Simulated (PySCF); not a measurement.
# Computed records: CH$_{4}$AlBCl, AlBCl$_{2}$H, CH$_{5}$AlBO, AlBH$_{3}$O$_{2}$ and others

Calculation on a computer-drawn molecule: the log of a Hartree-Fock and frozen-core CCSD(T) single point meant for a local Hartree-Fock minimum, with one planted fault or none, to be diagnosed. Offsets are logged minus clean, where the clean run is the same molecule without the fault. The reference is restricted for singlets and unrestricted otherwise, and also for a bond in bohr or an excited solution. Adding or removing an electron swaps singlet and doublet. The excited solution moves the top pair (singlet) or top alpha electron (doublet) to the lowest empty orbital. Highest occupied and lowest empty are orbital energies over both spins, largest force is the largest gradient component, triples share is (T) over the correlation energy, the T1 limit is 0.02 restricted and 0.045 unrestricted, electrons count all cores, a negative frequency is imaginary (commonest isotopes), and the dipole is about the centre of nuclear charge. Program: PySCF 2.14.0.

Common to all runs: meant charge 0; meant multiplicity 2; meant basis cc-pV(D+d)Z; logged SCF converged yes; possible faults no fault, one electron removed, one electron added, multiplicity raised by two, geometry at a saddle point, SCF held on an excited solution, minimal basis STO-3G, one bond length entered in bohr, all coordinates scaled.

(1) 
```xyz
8
formula=CH4AlBCl logged_electrons=45 logged_basis_functions=94 logged_spin_squared=0.7627 logged_highest_occupied=-8.405 logged_lowest_empty=0.714 logged_largest_force=0.041106 logged_T1_diagnostic=0.013471 logged_D1_diagnostic=0.046819 logged_triples_share=0.027428 logged_CC_converged=yes logged_dipole_magnitude=2.9536 logged_SCF_stable_within_its_kind=yes logged_energy_HF=-766.27504 logged_energy_CCSD(T)=-766.74553 planted_fault=all_coordinates_scaled,by_+8.5_% HF_energy_offset_from_clean_run=25.61 CCSD(T)_energy_offset_from_clean_run=20.4
B     -0.9324    -1.5978    -0.7117
Al    -0.9241     0.5879    -0.2889
C     -0.1234     1.5228     1.4343
Cl    -1.8968     1.9057    -1.9208
H     -0.9385    -2.8639    -0.9554
H     -0.9710     2.1094     2.0263
H      0.3728     0.7468     2.1836
H      0.7040     2.3218     1.1350
```

Units: logged_highest_occupied, logged_lowest_empty in eV; logged_largest_force in hartree/bohr; logged_dipole_magnitude in debye; logged_energy_HF, logged_energy_CCSD(T) in hartree; HF_energy_offset_from_clean_run, CCSD(T)_energy_offset_from_clean_run in kcal/mol.

Drawn bonds:
| atom | other atom | order |
| --- | --- | --- |
| 1 | 2 | 1 |
| 2 | 3 | 1 |
| 2 | 4 | 1 |
| 1 | 5 | 1 |
| 3 | 6 | 1 |
| 3 | 7 | 1 |
| 3 | 8 | 1 |

(2) 
```xyz
5
formula=AlBCl2H logged_electrons=53 logged_basis_functions=88 logged_spin_squared=0.7623 logged_highest_occupied=-8.9602 logged_lowest_empty=0.24875 logged_largest_force=0.034455 logged_T1_diagnostic=0.013209 logged_D1_diagnostic=0.042088 logged_triples_share=0.025053 logged_CC_converged=yes logged_dipole_magnitude=2.7762 logged_SCF_stable_within_its_kind=yes logged_energy_HF=-1186.25251 logged_energy_CCSD(T)=-1186.69359 planted_fault=all_coordinates_scaled,by_+7.4_% HF_energy_offset_from_clean_run=14.02 CCSD(T)_energy_offset_from_clean_run=12.13
B      2.1407    -0.5898    -2.4382
Al     3.1339    -0.6647    -0.4954
Cl     3.1944     1.1566     0.8368
Cl     4.1136    -2.5671     0.2232
H      1.5777    -0.5403    -3.5791
```

Units: logged_highest_occupied, logged_lowest_empty in eV; logged_largest_force in hartree/bohr; logged_dipole_magnitude in debye; logged_energy_HF, logged_energy_CCSD(T) in hartree; HF_energy_offset_from_clean_run, CCSD(T)_energy_offset_from_clean_run in kcal/mol.

Drawn bonds:
| atom | other atom | order |
| --- | --- | --- |
| 1 | 2 | 1 |
| 2 | 3 | 1 |
| 2 | 4 | 1 |
| 1 | 5 | 1 |

(3) 
```xyz
9
formula=CH5AlBO logged_electrons=37 logged_basis_functions=90 logged_spin_squared=0.7544 logged_highest_occupied=-8.4381 logged_lowest_empty=1.7574 logged_largest_force=0.015994 logged_T1_diagnostic=0.014433 logged_D1_diagnostic=0.040444 logged_triples_share=0.024582 logged_CC_converged=yes logged_dipole_magnitude=2.0095 logged_SCF_stable_within_its_kind=yes logged_energy_HF=-382.24516 logged_energy_CCSD(T)=-382.75311 planted_fault=all_coordinates_scaled,by_-1.6_% HF_energy_offset_from_clean_run=1.31 CCSD(T)_energy_offset_from_clean_run=2.588
B     -2.3393    -0.1167    -0.8025
C     -1.3021     0.4257     0.1420
Al     0.2847    -0.6878     0.0035
O      1.1227    -0.6518    -1.4306
H     -2.5090     0.1605    -1.9368
H     -1.5693     0.3652     1.1835
H     -0.9597     1.4205    -0.1084
H      0.8068    -1.5404     1.1897
H      1.9047    -1.0921    -1.6638
```

Units: logged_highest_occupied, logged_lowest_empty in eV; logged_largest_force in hartree/bohr; logged_dipole_magnitude in debye; logged_energy_HF, logged_energy_CCSD(T) in hartree; HF_energy_offset_from_clean_run, CCSD(T)_energy_offset_from_clean_run in kcal/mol.

Drawn bonds:
| atom | other atom | order |
| --- | --- | --- |
| 1 | 2 | 1 |
| 2 | 3 | 1 |
| 3 | 4 | 1 |
| 1 | 5 | 1 |
| 2 | 6 | 1 |
| 2 | 7 | 1 |
| 3 | 8 | 1 |
| 4 | 9 | 1 |

(4) 
```xyz
9
formula=CH5AlBO logged_electrons=36 logged_basis_functions=90 logged_spin_squared=0 logged_highest_occupied=-16.253 logged_lowest_empty=-6.0704 logged_largest_force=0.078237 logged_T1_diagnostic=0.018492 logged_D1_diagnostic=0.052688 logged_triples_share=0.027131 logged_CC_converged=yes logged_dipole_magnitude=6.53 logged_SCF_stable_within_its_kind=yes logged_energy_HF=-381.97929 logged_energy_CCSD(T)=-382.48465 planted_fault=one_electron_removed HF_energy_offset_from_clean_run=168.1 CCSD(T)_energy_offset_from_clean_run=171.1
B     -2.3773    -0.1186    -0.8156
C     -1.3233     0.4326     0.1443
Al     0.2893    -0.6990     0.0035
O      1.1410    -0.6624    -1.4538
H     -2.5497     0.1631    -1.9683
H     -1.5948     0.3711     1.2027
H     -0.9753     1.4436    -0.1102
H      0.8199    -1.5654     1.2090
H      1.9357    -1.1098    -1.6908
```

Units: logged_highest_occupied, logged_lowest_empty in eV; logged_largest_force in hartree/bohr; logged_dipole_magnitude in debye; logged_energy_HF, logged_energy_CCSD(T) in hartree; HF_energy_offset_from_clean_run, CCSD(T)_energy_offset_from_clean_run in kcal/mol.

Drawn bonds:
| atom | other atom | order |
| --- | --- | --- |
| 1 | 2 | 1 |
| 2 | 3 | 1 |
| 3 | 4 | 1 |
| 1 | 5 | 1 |
| 2 | 6 | 1 |
| 2 | 7 | 1 |
| 3 | 8 | 1 |
| 4 | 9 | 1 |

(5) 
```xyz
7
formula=AlBH3O2 logged_electrons=38 logged_basis_functions=80 logged_spin_squared=0 logged_highest_occupied=1.3511 logged_lowest_empty=6.4189 logged_largest_force=0.080312 logged_T1_diagnostic=0.059697 logged_D1_diagnostic=0.2732 logged_triples_share=0.032786 logged_CC_converged=yes logged_dipole_magnitude=11.45 logged_SCF_stable_within_its_kind=yes logged_energy_HF=-418.08254 logged_energy_CCSD(T)=-418.66389 planted_fault=one_electron_added HF_energy_offset_from_clean_run=60.09 CCSD(T)_energy_offset_from_clean_run=28.4
B     -1.0722    -1.6272    -1.0000
O     -0.3822    -0.5135    -0.8098
Al     0.5346     0.7661    -0.2010
O     -0.0393     1.5169     1.1865
H     -1.9989    -1.7187    -1.7727
H      1.8366     1.1998    -0.9467
H      0.3124     2.2426     1.6728
```

Units: logged_highest_occupied, logged_lowest_empty in eV; logged_largest_force in hartree/bohr; logged_dipole_magnitude in debye; logged_energy_HF, logged_energy_CCSD(T) in hartree; HF_energy_offset_from_clean_run, CCSD(T)_energy_offset_from_clean_run in kcal/mol.

Drawn bonds:
| atom | other atom | order |
| --- | --- | --- |
| 1 | 2 | 1 |
| 2 | 3 | 1 |
| 3 | 4 | 1 |
| 1 | 5 | 1 |
| 3 | 6 | 1 |
| 4 | 7 | 1 |

Notes: T1 above single-reference limit; highest electron not bound in this basis.

(6) 
```xyz
11
formula=CH7BNSi logged_electrons=39 logged_basis_functions=100 logged_spin_squared=0.7577 logged_highest_occupied=-8.5598 logged_lowest_empty=1.4569 logged_largest_force=1.825e-05 logged_lowest_frequency=158.18 logged_T1_diagnostic=0.011504 logged_D1_diagnostic=0.031896 logged_triples_share=0.025652 logged_CC_converged=yes logged_dipole_magnitude=1.2608 logged_SCF_stable_within_its_kind=yes logged_energy_HF=-409.97106 logged_energy_CCSD(T)=-410.51704 planted_fault=no_fault HF_energy_offset_from_clean_run=0 CCSD(T)_energy_offset_from_clean_run=0
B     -0.8801     0.5753     0.7208
Si     0.6346     0.1199    -0.5299
C      2.1190     1.1659    -0.0123
N      0.8543    -1.5944    -0.4629
H     -1.8299     1.2975     0.7841
H      0.3505     0.4259    -1.9569
H      2.3990     0.9808     1.0292
H      2.9872     0.9376    -0.6386
H      1.9054     2.2346    -0.1201
H      0.9574    -2.0385     0.4308
H      1.4489    -2.0382    -1.1386
```

Units: logged_highest_occupied, logged_lowest_empty in eV; logged_largest_force in hartree/bohr; logged_lowest_frequency in cm⁻¹; logged_dipole_magnitude in debye; logged_energy_HF, logged_energy_CCSD(T) in hartree; HF_energy_offset_from_clean_run, CCSD(T)_energy_offset_from_clean_run in kcal/mol.

Drawn bonds:
| atom | other atom | order |
| --- | --- | --- |
| 1 | 2 | 1 |
| 2 | 3 | 1 |
| 2 | 4 | 1 |
| 1 | 5 | 1 |
| 2 | 6 | 1 |
| 3 | 7 | 1 |
| 3 | 8 | 1 |
| 3 | 9 | 1 |
| 4 | 10 | 1 |
| 4 | 11 | 1 |

(7) 
```xyz
9
formula=BH5NOSi logged_electrons=39 logged_basis_functions=90 logged_spin_squared=0.7729 logged_highest_occupied=-7.7637 logged_lowest_empty=0.71367 logged_largest_force=0.045196 logged_dipole_magnitude=2.139 logged_SCF_stable_within_its_kind=no logged_energy_HF=-445.81332 planted_fault=SCF_held_on_an_excited_solution HF_energy_offset_from_clean_run=19.8
B      0.8416    -1.9082    -4.6825
Si     0.4746    -1.3018    -2.8099
N     -1.1277    -1.7639    -2.4220
O      1.7004    -2.0135    -1.9477
H      1.2319    -1.4896    -5.7296
H      0.5080     0.1562    -2.5364
H     -1.6308    -1.3152    -1.6801
H     -1.4293    -2.7132    -2.5374
H      1.8643    -1.7210    -1.0639
```

Units: logged_highest_occupied, logged_lowest_empty in eV; logged_largest_force in hartree/bohr; logged_dipole_magnitude in debye; logged_energy_HF in hartree; HF_energy_offset_from_clean_run in kcal/mol.

Drawn bonds:
| atom | other atom | order |
| --- | --- | --- |
| 1 | 2 | 1 |
| 2 | 3 | 1 |
| 2 | 4 | 1 |
| 1 | 5 | 1 |
| 2 | 6 | 1 |
| 3 | 7 | 1 |
| 3 | 8 | 1 |
| 4 | 9 | 1 |

Notes: coupled-cluster numbers left out as unreliable.

(8) 
```xyz
9
formula=BH5NOSi logged_electrons=39 logged_basis_functions=90 logged_spin_squared=3.7593 logged_highest_occupied=-8.068 logged_lowest_empty=-1.2346 logged_largest_force=0.049626 logged_T1_diagnostic=0.027121 logged_D1_diagnostic=0.16589 logged_triples_share=0.02497 logged_CC_converged=yes logged_dipole_magnitude=4.4347 logged_SCF_stable_within_its_kind=yes logged_energy_HF=-445.71625 logged_energy_CCSD(T)=-446.27556 planted_fault=multiplicity_raised_by_two HF_energy_offset_from_clean_run=80.72 CCSD(T)_energy_offset_from_clean_run=85.81
B      0.8416    -1.9082    -4.6825
Si     0.4746    -1.3018    -2.8099
N     -1.1277    -1.7639    -2.4220
O      1.7004    -2.0135    -1.9477
H      1.2319    -1.4896    -5.7296
H      0.5080     0.1562    -2.5364
H     -1.6308    -1.3152    -1.6801
H     -1.4293    -2.7132    -2.5374
H      1.8643    -1.7210    -1.0639
```

Units: logged_highest_occupied, logged_lowest_empty in eV; logged_largest_force in hartree/bohr; logged_dipole_magnitude in debye; logged_energy_HF, logged_energy_CCSD(T) in hartree; HF_energy_offset_from_clean_run, CCSD(T)_energy_offset_from_clean_run in kcal/mol.

Drawn bonds:
| atom | other atom | order |
| --- | --- | --- |
| 1 | 2 | 1 |
| 2 | 3 | 1 |
| 2 | 4 | 1 |
| 1 | 5 | 1 |
| 2 | 6 | 1 |
| 3 | 7 | 1 |
| 3 | 8 | 1 |
| 4 | 9 | 1 |

(9) 
```xyz
6
formula=CH2BCl2 logged_electrons=48 logged_basis_functions=84 logged_spin_squared=0 logged_highest_occupied=-1.8663 logged_lowest_empty=10.394 logged_largest_force=0.11291 logged_T1_diagnostic=0.01151 logged_D1_diagnostic=0.047485 logged_triples_share=0.029572 logged_CC_converged=yes logged_dipole_magnitude=2.6069 logged_SCF_stable_within_its_kind=yes logged_energy_HF=-982.80628 logged_energy_CCSD(T)=-983.37522 planted_fault=one_electron_added HF_energy_offset_from_clean_run=-8.062 CCSD(T)_energy_offset_from_clean_run=-33.88
C     -0.1322    -1.3295     0.5883
B     -0.4604    -1.3332    -0.9054
Cl     0.5387    -0.4352    -2.0514
Cl    -1.8470    -2.2353    -1.5230
H      0.7144    -0.7814     0.9850
H     -0.7340    -1.8747     1.3060
```

Units: logged_highest_occupied, logged_lowest_empty in eV; logged_largest_force in hartree/bohr; logged_dipole_magnitude in debye; logged_energy_HF, logged_energy_CCSD(T) in hartree; HF_energy_offset_from_clean_run, CCSD(T)_energy_offset_from_clean_run in kcal/mol.

Drawn bonds:
| atom | other atom | order |
| --- | --- | --- |
| 1 | 2 | 1 |
| 2 | 3 | 1 |
| 2 | 4 | 1 |
| 1 | 5 | 1 |
| 1 | 6 | 1 |

(10) 
```xyz
6
formula=CH2BCl2 logged_electrons=47 logged_basis_functions=84 logged_spin_squared=0.7579 logged_highest_occupied=-11.201 logged_lowest_empty=0.69409 logged_largest_force=1.747e-05 logged_lowest_frequency=285.76 logged_T1_diagnostic=0.013472 logged_D1_diagnostic=0.066155 logged_triples_share=0.026973 logged_CC_converged=yes logged_dipole_magnitude=2.0378 logged_SCF_stable_within_its_kind=yes logged_energy_HF=-982.79343 logged_energy_CCSD(T)=-983.32124 planted_fault=no_fault HF_energy_offset_from_clean_run=0 CCSD(T)_energy_offset_from_clean_run=0
C     -0.1322    -1.3295     0.5883
B     -0.4604    -1.3332    -0.9054
Cl     0.5387    -0.4352    -2.0514
Cl    -1.8470    -2.2353    -1.5230
H      0.7144    -0.7814     0.9850
H     -0.7340    -1.8747     1.3060
```

Units: logged_highest_occupied, logged_lowest_empty in eV; logged_largest_force in hartree/bohr; logged_lowest_frequency in cm⁻¹; logged_dipole_magnitude in debye; logged_energy_HF, logged_energy_CCSD(T) in hartree; HF_energy_offset_from_clean_run, CCSD(T)_energy_offset_from_clean_run in kcal/mol.

Drawn bonds:
| atom | other atom | order |
| --- | --- | --- |
| 1 | 2 | 1 |
| 2 | 3 | 1 |
| 2 | 4 | 1 |
| 1 | 5 | 1 |
| 1 | 6 | 1 |
